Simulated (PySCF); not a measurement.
F₆S.

```xyz
7

F      0.0000    -1.6090     0.0000
S      0.0000     0.0000     0.0000
F      1.6090     0.0000     0.0000
F      0.0000     0.0000     1.6090
F     -1.6090     0.0000     0.0000
F      0.0000     0.0000    -1.6090
F      0.0000     1.6090     0.0000
```

Geometry: PBE-D3(BJ)/def2-SVP.

These are B3LYP/pcSseg-1 in PySCF values and carry that method's errors. Non-relativistic, no solvent.

**Question.** Give the absolute GIAO shielding of each atom: isotropic value and principal components (ppm). (An estimate is asked for; the answer gives what the named calculation found.)

**Answer.** 
```csv
atom,σ(iso),σ11,σ22,σ33,span
F1,37.8,-125.6,-125.6,364.5,490.0
S2,237.2,237.2,237.2,237.2,0.0
F3,37.8,-125.6,-125.6,364.5,490.0
F4,37.8,-125.6,-125.6,364.5,490.0
F5,37.8,-125.6,-125.6,364.5,490.0
F6,37.8,-125.6,-125.6,364.5,490.0
F7,37.8,-125.6,-125.6,364.5,490.0
```
